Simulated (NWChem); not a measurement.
System: CH₃Be cation; SMILES [CH3][Be+]

Output (shortened):

```
             Northwest Computational Chemistry Package (NWChem) 7.3.0
             --------------------------------------------------------

                             Geometry "geometry" -> ""
                             -------------------------

 Output coordinates in angstroms (scale by  1.889725989 to convert to a.u.)

  No.       Tag          Charge          X              Y              Z
 ---- ---------------- ---------- -------------- -------------- --------------
    1 Be                   4.0000     0.00000000     0.00000000    -1.19202200
    2 C                    6.0000     0.00000000     0.00000000     0.45902900
    3 H                    1.0000     0.73418800     0.73418800     0.83788100
    4 H                    1.0000     0.26873100    -1.00291900     0.83788100
    5 H                    1.0000    -1.00291900     0.26873100     0.83788100

 Effective nuclear repulsion energy (a.u.)      19.9781566878

  xc_inp: hfexch multiplicative factor not found.
                              NWChem Property Module
                              ----------------------

  itol2e modified to match energy
  convergence criterion.

                                 NWChem DFT Module
                                 -----------------

 Summary of "ao basis" -> "ao basis" (spherical)
 ------------------------------------------------------------------------------
       Tag                 Description            Shells   Functions and Types
 ---------------- ------------------------------  ------  ---------------------
 Be                          sto-3g                  3        5   2s1p
 C                           sto-3g                  3        5   2s1p
 H                           sto-3g                  1        1   1s

  itol2e modified to match energy
  convergence criterion.

            General Information
            -------------------
          SCF calculation type: DFT
          Wavefunction type:  closed shell.
          No. of atoms     :     5
          No. of electrons :    12
           Alpha electrons :     6
            Beta electrons :     6
          Charge           :     1
          Spin multiplicity:     1
          Use of symmetry is: off; symmetry adaption is: off
          Maximum number of iterations: 150
          AO basis - number of functions:    13
                     number of shells:     9
          Convergence on energy requested:  1.00D-07
          Convergence on density requested:  1.00D-05
          Convergence on gradient requested:  5.00D-04

              XC Information
              --------------
                     Hartree-Fock (Exact) Exchange  1.000

      Superposition of Atomic Density Guess
      -------------------------------------

 Sum of atomic energies:         -52.92986935

 Renormalizing density from      13.00 to     12

      Non-variational initial energy
      ------------------------------

 Total energy =     -50.252292
 1-e energy   =    -102.324680
 2-e energy   =      32.094231
 HOMO         =      -0.723016
 LUMO         =      -0.335482

   convergence    iter        energy       DeltaE   RMS-Dens  Diis-err
 ---------------- ----- ----------------- --------- --------- ---------
 d= 0,ls=0.0,diis     1    -53.2232930710 -7.32D+01  5.61D-02  3.41D-01
 d= 0,ls=0.0,diis     2    -53.2714544856 -4.82D-02  1.58D-02  3.12D-02
 d= 0,ls=0.0,diis     3    -53.2783802129 -6.93D-03  6.40D-03  1.40D-03
 d= 0,ls=0.0,diis     4    -53.2791970133 -8.17D-04  2.79D-03  9.73D-05
 d= 0,ls=0.0,diis     5    -53.2792936427 -9.66D-05  4.77D-04  3.29D-06
  Resetting Diis
 d= 0,ls=0.0,diis     6    -53.2792961280 -2.49D-06  4.97D-05  8.21D-08
 d= 0,ls=0.0,diis     7    -53.2792961627 -3.47D-08  3.48D-06  1.17D-09

         Total DFT energy =      -53.279296162673
      One electron energy =     -107.601580089984
           Coulomb energy =       43.109810475474
    Exchange-Corr. energy =       -8.765683235972
 Nuclear repulsion energy =       19.978156687809

 Numeric. integr. density =        0.000000000000

                       DFT Final Molecular Orbital Analysis
                       ------------------------------------

 Vector    4  Occ=2.000000D+00  E=-7.357053D-01
              MO Center=  1.6D-01,  1.6D-01,  5.8D-01, r^2= 1.2D+00
   Bfn.  Coefficient  Atom+Function         Bfn.  Coefficient  Atom+Function
  ----- ------------  ---------------      ----- ------------  ---------------
    11      0.457447  3 H  s                  8      0.409622  2 C  px
     9      0.409622  2 C  py                12     -0.228723  4 H  s
    13     -0.228723  5 H  s                  3      0.079710  1 Be px
     4      0.079710  1 Be py

 Vector    5  Occ=2.000000D+00  E=-7.357053D-01
              MO Center= -1.6D-01, -1.6D-01,  5.8D-01, r^2= 1.2D+00
   Bfn.  Coefficient  Atom+Function         Bfn.  Coefficient  Atom+Function
  ----- ------------  ---------------      ----- ------------  ---------------
     8      0.409622  2 C  px                 9     -0.409622  2 C  py
    12      0.396160  4 H  s                 13     -0.396160  5 H  s
     3      0.079710  1 Be px                 4     -0.079710  1 Be py

 Vector    6  Occ=2.000000D+00  E=-6.608307D-01
              MO Center=  5.2D-08,  5.2D-08, -1.2D-02, r^2= 1.4D+00
   Bfn.  Coefficient  Atom+Function         Bfn.  Coefficient  Atom+Function
  ----- ------------  ---------------      ----- ------------  ---------------
     2      0.569710  1 Be s                 10     -0.563366  2 C  pz
     5      0.251252  1 Be pz                 1     -0.197833  1 Be s
    11     -0.173408  3 H  s                 12     -0.173407  4 H  s
    13     -0.173407  5 H  s                  7     -0.032293  2 C  s

 Vector    7  Occ=0.000000D+00  E=-2.272593D-01
              MO Center=  2.6D-08,  2.6D-08, -1.7D+00, r^2= 1.5D+00
   Bfn.  Coefficient  Atom+Function         Bfn.  Coefficient  Atom+Function
  ----- ------------  ---------------      ----- ------------  ---------------
     2      0.743624  1 Be s                  5     -0.639498  1 Be pz
    10      0.248033  2 C  pz                 1     -0.190323  1 Be s
     7     -0.110346  2 C  s                 11      0.050553  3 H  s
    12      0.050553  4 H  s                 13      0.050553  5 H  s
     6      0.035120  2 C  s

[...]

          -----------------------------------------
          Chemical Shielding Tensors (GIAO, in ppm)
          -----------------------------------------

                                NWChem CPHF Module
                                ------------------

  scftype          =     RHF
  nclosed          =        6
  nopen            =        0
  variables        =       42
  # of vectors     =        3
  tolerance        = 0.10D-03
  level shift      = 0.00D+00
  max iterations   =       50
  max subspace     =       30

 SCF residual:    1.6353679141005481E-005

Iterative solution of linear equations
  No. of variables       42
  No. of equations        3
  Maximum subspace       30
        Iterations       50
       Convergence  1.0D-04

   iter   nsub   residual    time
   ----  ------  --------  ---------
     1      3    8.33D-01       0.2
     2      6    1.06D-01       0.2
     3      9    8.57D-03       0.2
     4     12    1.57D-03       0.2
     5     15    2.22D-04       0.2
     6     18    4.44D-05       0.2

      Atom:    1  Be
        Diamagnetic
    142.1477      0.0000     -0.0000
      0.0000    142.1477     -0.0000
     -0.0000     -0.0000    147.5393

        Paramagnetic
    -39.8834     -0.0000     -0.0000
     -0.0000    -39.8834     -0.0000
     -0.0000     -0.0000     -0.4572

        Total Shielding Tensor
    102.2643     -0.0000     -0.0000
     -0.0000    102.2643     -0.0000
     -0.0000     -0.0000    147.0822

           isotropic =     117.2036
          anisotropy =      44.8179

          Principal Components and Axis System
                 1           2           3
              147.0822    102.2643    102.2643

      1        -0.0000      0.7071      0.7071
      2        -0.0000     -0.7071      0.7071
      3         1.0000      0.0000      0.0000

      Atom:    2  C
        Diamagnetic
    235.5211     -0.0000     -0.0000
     -0.0000    235.5211     -0.0000
     -0.0000     -0.0000    251.5882

        Paramagnetic
      3.3122     -0.0000      0.0000
     -0.0000      3.3122      0.0000
      0.0000      0.0000     -8.4711

        Total Shielding Tensor
    238.8334     -0.0000      0.0000
     -0.0000    238.8334      0.0000
      0.0000      0.0000    243.1171

           isotropic =     240.2613
          anisotropy =       4.2837

          Principal Components and Axis System
                 1           2           3
              243.1171    238.8334    238.8333

      1         0.0000     -0.7071      0.7071
      2         0.0000      0.7071      0.7071
      3         1.0000     -0.0000     -0.0000

      Atom:    3  H
        Diamagnetic
     26.9401      5.7258      3.8469
      5.7258     26.9401      3.8469
      3.8469      3.8469     26.8743

        Paramagnetic
      3.7583     -0.4328     -0.3715
     -0.4328      3.7583     -0.3715
     -0.3715     -0.3715      1.9342

        Total Shielding Tensor
     30.6983      5.2930      3.4754
      5.2930     30.6983      3.4754
      3.4754      3.4754     28.8085

           isotropic =      30.0684
          anisotropy =      12.6283

          Principal Components and Axis System
                 1           2           3
               38.4873     26.3126     25.4053

      1         0.6305     -0.3202      0.7071
      2         0.6305     -0.3202     -0.7071
      3         0.4528      0.8916      0.0000
```

Level: Hartree-Fock/STO-3G, GIAO. STO-3G and 3-21G are far too small for this property and stand as cheap habits. Coordinates come from a PBE0/def2-SVP optimisation. The printed shielding anisotropy is the first printed principal value minus the mean of the other two.

**Question.** Which NWChem input produces such a log?

**Answer.** Several could match; the one computed here: the input that was run:
```
start job
memory heap 200 mb stack 900 mb global 1100 mb
charge 1
geometry units angstroms noautosym nocenter noautoz
  Be     0.000000     0.000000    -1.192022
  C      0.000000     0.000000     0.459029
  H      0.734188     0.734188     0.837881
  H      0.268731    -1.002919     0.837881
  H     -1.002919     0.268731     0.837881
end
basis spherical
  Be library sto-3g
  C library sto-3g
  H library sto-3g
end
dft
  xc hfexch
  iterations 150
end
property
  shielding 3 1 2 3
end
task dft property
```
